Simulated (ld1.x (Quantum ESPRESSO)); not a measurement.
C, TM: configuration errors across variants

carbon, norm-conserving Troullier–Martins (Kleinman–Bylander form), made with ld1.x (Quantum ESPRESSO) 7.5 (PBE, non-relativistic). Core [He], reference 2s2 2p2. Waves: 2s (bound): rc 0.90 bohr; 2p (bound): rc 2.45 bohr. Local part: the p channel. Core correction: Bessel-smoothed model core inside 0.50 bohr.

All-electron excitation energies from the reference (eV): (1) 2s2 2p1 10.865; (2) 2s2 2p0 35.025; (3) 2s1 2p0 83.198; (4) 2s1 2p2 19.602; (5) 2s2 2p2.3 -1.159; (6) 2s2 2p1.5 3.965; (7) 2s1 2p3 8.463.

A true bound ghost makes a file unfit for plane-wave use even where its test errors are small: the radial tests pick states by their node count and pass the ghost by.

Errors AE − PS in meV (a dash: test not solved or not reliable):

| change | (1) | (2) | (3) | (4) | (5) | (6) | (7) | bound ghosts |
| --- | --- | --- | --- | --- | --- | --- | --- | --- |
| base | +43 | +552 | +1133 | -106 | -0.9 | +3.2 | -15 | none |
| wave 2s (bound): rc 0.90 bohr becomes 2s (bound): rc 0.58 bohr | +42 | +550 | +1133 | -109 | -1.0 | +3.1 | -19 | s |
| wave 2s (bound): rc 0.90 bohr becomes 2s (bound): rc 0.82 bohr | +43 | +552 | +1131 | -106 | -0.9 | +3.2 | -15 | none |
| wave 2s (bound): rc 0.90 bohr becomes 2s (bound): rc 1.04 bohr | +43 | +551 | +1136 | -105 | -0.9 | +3.2 | -15 | none |
| wave 2s (bound): rc 0.90 bohr becomes 2s (bound): rc 1.14 bohr | +43 | +553 | +1135 | -106 | -0.9 | +3.2 | -15 | none |
| wave 2s (bound): rc 0.90 bohr becomes 2s (bound): rc 1.26 bohr | +44 | +561 | +1136 | -108 | -0.9 | +3.4 | -16 | none |
| wave 2s (bound): rc 0.90 bohr becomes 2s (bound): rc 1.36 bohr | +45 | +570 | +1139 | -111 | -0.9 | +3.6 | -17 | none |

Question: Give the same row for: wave 2s (bound): rc 0.90 bohr becomes 2s (bound): rc 0.74 bohr.

Answer: +43, +552, +1134, -107, -0.9, +3.2, -16; bound ghosts: none.
